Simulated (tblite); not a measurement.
Species: C3H9SeSi2 (doublet state).
SMILES with atom numbers: `[CH3:1]/[CH:2]=[C:3]\[SiH2:4][Se:5][SiH3:6]` (hydrogens: H7, H8, H9 on C1; H10 on C2; H11, H12 on Si4; H13, H14, H15 on Si6)
Bond orders are those of one Lewis drawing.

Computed with GFN2-xTB (tblite), gas phase: L-BFGS steps from a force-field or distance-geometry start until the largest atomic force falls under 0.01 eV/Å.

Step 83: E = -478.6677 eV
```
atom  x, y, z in Å  |  force x, y, z in eV/Å
C1     -2.7414    0.3313    0.2703   -0.013   0.014   0.004
C2     -1.9418   -0.9434    0.3572    0.021   0.047  -0.032
C3     -0.8233   -1.1897   -0.2560   -0.021  -0.004  -0.032
Si4     0.4703   -0.6297   -1.4175    0.005  -0.008   0.007
Se5     1.4892    1.2642   -0.4995    0.009   0.020   0.021
Si6     3.0754    0.3127    0.8128   -0.014   0.000  -0.006
H7     -3.6985    0.1212   -0.2068    0.019   0.012   0.005
H8     -2.9354    0.7157    1.2701    0.012  -0.009   0.003
H9     -2.2051    1.0799   -0.3069    0.000  -0.018   0.000
H10    -2.3887   -1.6930    1.0040    0.000  -0.038   0.032
H11     1.5392   -1.6259   -1.5075   -0.013  -0.002  -0.012
H12     0.0298   -0.1536   -2.7269    0.004  -0.019  -0.006
H13     3.4961    1.3628    1.7256   -0.005   0.010   0.000
H14     4.1726   -0.1389   -0.0381   -0.011  -0.003   0.000
H15     2.4574   -0.8168    1.4975    0.008  -0.001   0.017
```

Step 84: E = -478.6680 eV
```
atom  x, y, z in Å  |  force x, y, z in eV/Å
C1     -2.7416    0.3324    0.2732    0.002   0.007  -0.003
C2     -1.9426   -0.9435    0.3522    0.007   0.038  -0.009
C3     -0.8247   -1.1909   -0.2611   -0.012   0.005  -0.047
Si4     0.4717   -0.6322   -1.4206   -0.001  -0.003   0.026
Se5     1.4861    1.2630   -0.4996    0.014   0.021   0.019
Si6     3.0732    0.3134    0.8129   -0.001  -0.002  -0.011
H7     -3.7025    0.1247   -0.1977    0.028   0.015   0.011
H8     -2.9271    0.7164    1.2751    0.010  -0.017  -0.005
H9     -2.2066    1.0799   -0.3063   -0.006  -0.010  -0.002
H10    -2.3891   -1.6953    0.9973   -0.003  -0.035   0.029
H11     1.5450   -1.6237   -1.5061   -0.015  -0.010  -0.014
H12     0.0333   -0.1567   -2.7300    0.002  -0.018  -0.016
H13     3.4942    1.3665    1.7222   -0.004   0.007  -0.002
H14     4.1717   -0.1440   -0.0352   -0.029   0.006   0.007
H15     2.4545   -0.8132    1.5018    0.007  -0.003   0.017
```

Step 85: E = -478.6683 eV
```
atom  x, y, z in Å  |  force x, y, z in eV/Å
C1     -2.7413    0.3338    0.2759    0.021   0.000  -0.010
C2     -1.9430   -0.9431    0.3478   -0.010   0.010   0.021
C3     -0.8261   -1.1927   -0.2662   -0.005   0.016  -0.058
Si4     0.4728   -0.6345   -1.4232   -0.003   0.005   0.035
Se5     1.4820    1.2624   -0.4983    0.016   0.016   0.016
Si6     3.0708    0.3139    0.8131    0.008  -0.002  -0.007
H7     -3.7050    0.1289   -0.1905    0.028   0.013   0.014
H8     -2.9199    0.7172    1.2795    0.011  -0.021  -0.012
H9     -2.2068    1.0798   -0.3062   -0.010   0.000   0.000
H10    -2.3876   -1.6979    0.9920   -0.007  -0.017   0.020
H11     1.5494   -1.6218   -1.5064   -0.012  -0.019  -0.014
H12     0.0356   -0.1605   -2.7332    0.001  -0.014  -0.024
H13     3.4919    1.3697    1.7196   -0.002   0.004  -0.006
H14     4.1695   -0.1485   -0.0332   -0.040   0.014   0.011
H15     2.4534   -0.8101    1.5073    0.005  -0.003   0.015
```

Step 86: E = -478.6687 eV
```
atom  x, y, z in Å  |  force x, y, z in eV/Å
C1     -2.7392    0.3353    0.2779    0.036  -0.008  -0.014
C2     -1.9428   -0.9431    0.3443   -0.029  -0.025   0.051
C3     -0.8273   -1.1952   -0.2710    0.000   0.024  -0.061
Si4     0.4730   -0.6360   -1.4252   -0.002   0.013   0.027
Se5     1.4769    1.2625   -0.4954    0.015   0.008   0.010
Si6     3.0680    0.3144    0.8137    0.008   0.001   0.002
H7     -3.7054    0.1341   -0.1846    0.023   0.007   0.014
H8     -2.9121    0.7181    1.2827    0.013  -0.022  -0.017
H9     -2.2048    1.0791   -0.3066   -0.011   0.010   0.004
H10    -2.3859   -1.7012    0.9875   -0.008   0.011   0.005
H11     1.5523   -1.6198   -1.5080   -0.008  -0.024  -0.011
H12     0.0358   -0.1649   -2.7363    0.004  -0.010  -0.021
H13     3.4893    1.3729    1.7174    0.001   0.000  -0.010
H14     4.1653   -0.1521   -0.0321   -0.042   0.017   0.011
H15     2.4526   -0.8073    1.5139    0.002  -0.002   0.011
```

Problem. Estimate the geometry and energy of step 87. (The exact step hangs on the optimiser's Hessian estimate; all steps are aligned on step 86, rigid shifts and turns removed.)

Solution. E = -478.6691 eV, largest force 0.099 eV/Å
```
atom  x, y, z in Å  |  force x, y, z in eV/Å
C1     -2.7347    0.3367    0.2797    0.043  -0.013  -0.012
C2     -1.9425   -0.9442    0.3408   -0.037  -0.060   0.069
C3     -0.8286   -1.1991   -0.2763   -0.005   0.028  -0.053
Si4     0.4728   -0.6368   -1.4268    0.005   0.017   0.004
Se5     1.4701    1.2632   -0.4910    0.013   0.000   0.002
Si6     3.0638    0.3153    0.8150   -0.001   0.004   0.017
H7     -3.7039    0.1410   -0.1780    0.016  -0.001   0.011
H8     -2.9006    0.7194    1.2857    0.015  -0.020  -0.019
H9     -2.1998    1.0779   -0.3078   -0.010   0.017   0.009
H10    -2.3854   -1.7058    0.9819   -0.010   0.039  -0.008
H11     1.5550   -1.6173   -1.5108   -0.007  -0.024  -0.007
H12     0.0342   -0.1706   -2.7398    0.010  -0.005  -0.010
H13     3.4864    1.3768    1.7149    0.004  -0.002  -0.013
H14     4.1580   -0.1559   -0.0315   -0.036   0.018   0.004
H15     2.4511   -0.8036    1.5223    0.000   0.001   0.006
```

The energy changes by -0.0004 eV. The first-order estimate −F·Δx gives -0.0006 eV and the mean of the old and new forces, exact on a quadratic surface, -0.0004 eV. The step makes an angle of 81° with the force vector and moves no atom by more than 0.012 Å.

What follows is the cost of the whole relaxation. Hardware: one thread of an Intel Xeon at 2.50 GHz, no GPU (shared host). Cost: 4.2 s wall.
